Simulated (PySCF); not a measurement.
# Löwdin shares of the frontier orbitals

Compound: C3H8F2OSi2.
Cartesian coordinates in Å at the GFN2-xTB level; atoms count from 1:
```xyz
16
C3H8F2OSi2 angstrom
C      2.742    0.365   -0.030
O      1.357    0.249    0.066
Si     0.512   -0.765    1.005
C     -1.227   -0.256    0.511
Si    -1.563    1.095   -0.769
C     -2.206   -0.890    1.106
F     -2.068   -1.857    2.024
F     -3.518   -0.705    0.921
H      3.186   -0.564   -0.394
H      2.966    1.169   -0.731
H      3.182    0.600    0.942
H      0.776   -0.538    2.430
H      0.791   -2.170    0.690
H     -1.010    2.349   -0.257
H     -0.920    0.703   -2.024
H     -3.007    1.224   -0.967
```

Level of theory: TDDFT CAM-B3LYP/def2-SVPD, vertical, gas phase, core orbitals frozen in the response in PySCF.

Kohn–Sham orbitals with the atoms that hold most of them (Löwdin shares over 4%, at most four atoms; ? is withheld):

| orbital | ε (eV) | atoms |
| --- | --- | --- |
| HOMO-3 | -10.80 | Si5 21%, O2 19%, H16 18%, C4 12% |
| HOMO-2 | -10.41 | O2 29%, C4 19%, Si3 14%, Si5 6% |
| HOMO-1 | -9.91 | O2 50%, C1 11%, Si3 10%, H13 5% |
| HOMO | ? | ? |
| LUMO | 0.80 | ? |
| LUMO+1 | 0.89 | Si3 24%, C1 18%, Si5 10%, O2 8% |
| LUMO+2 | 1.04 | C6 23%, Si5 19%, Si3 16%, C4 7% |

**Question.** Give the leading atoms of the HOMO.

**Answer.** C4 (bonded to C and 2 Si) 32%; C6 (bonded to C and 2 F) 24%; F8 (bonded to C) 9%; F7 (bonded to C) 8%. By element: carbon 56% or more, fluorine 16%.

**Question.** Give the leading atoms of the LUMO.

**Answer.** C6 (bonded to C and 2 F) 33%; C4 (bonded to C and 2 Si) 23%; Si5 (bonded to C and 3 H) 9%; Si3 (bonded to C, O and 2 H) 9%. By element: carbon 56% or more, silicon 18%.

**Question.** What is the HOMO energy, and the HOMO–LUMO gap?

**Answer.** ε(HOMO) = -9.19 eV; the gap is 9.99 eV (0.3671 hartree).

**Question.** The HOMO–LUMO gap is 9.99 eV. Where does the response calculation put the lowest singlet, and from which orbitals?

**Answer.** S1 is at 6.99 eV (f = 0.0050), 3.00 eV below the gap, made of HOMO→LUMO+2 (64%), HOMO→LUMO+1 (22%). Its leading pair isn't HOMO and LUMO; the energies of that pair differ by 10.23 eV. Without the coupling terms of the response equations the lowest excitation would equal the gap.

**Question.** Give energy, strength and leading configuration of S2, S6 and S8, and follow the Löwdin shares of the leading atoms from the occupied to the empty orbital.

**Answer.** 
- S2 (7.13 eV, f 0.280), HOMO→LUMO (94%): C4 32% → 23%, C6 24% → 33%
- S6 (7.92 eV, f 0.058), HOMO-1→LUMO (92%): O2 50% → at most 9%, C1 11% → at most 9%, C6 at most 6% → 33%, C4 at most 6% → 23%
- S8 (8.06 eV, f 0.057), HOMO-2→LUMO+1 (72%): O2 29% → 8%, C4 19% → at most 8%, Si3 14% → 24%, C1 at most 7% → 18%

Time: 2.1 min wall (grids of density and orbitals included); peak memory 1.1 GiB. Hardware: one thread of an Arm Neoverse N1, shared host with 64 logical CPUs at a one-minute load of 58.

One conformer stands for the species.
